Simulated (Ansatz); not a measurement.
Correlation energies of CH5AlFNSSi (`[F][Al]1[SiH2]NC[S]1`) by basis set

Cartesian coordinates in Å:
```
F 1.999 -1.250 -2.671
Al 1.025 -0.755 -1.438
Si 1.069 0.890 0.347
N -0.648 0.707 0.650
C -1.234 -0.590 0.510
S -0.993 -1.498 -1.134
H 1.861 0.549 1.562
H 1.316 2.316 0.005
H -1.235 1.438 0.275
H -2.316 -0.541 0.623
H -0.846 -1.267 1.271
```

Total charge 0; spin multiplicity 1. All single points use the PBE0-D4/def2-TZVP geometry. Frozen core, restricted reference, Ansatz. CBS rows extrapolate triple and quadruple zeta; past MP2 they add the triple-zeta difference.

```tsv
basis	HF (Eh)	MP2 corr.	CCSD corr.	(T)	CCSD(T) total
def2-SVP	-1122.72514	-0.77015	-0.82284	-0.02380	-1123.57178
def2-TZVPP	-1123.29192	-0.99101	-1.03664	-0.04343	-1124.37199
def2-QZVPP	-1123.32828	-1.07238	–	–	–
CBS(def2)	-1123.33329	-1.13265	-1.17827	as TZ	-1124.55499
```
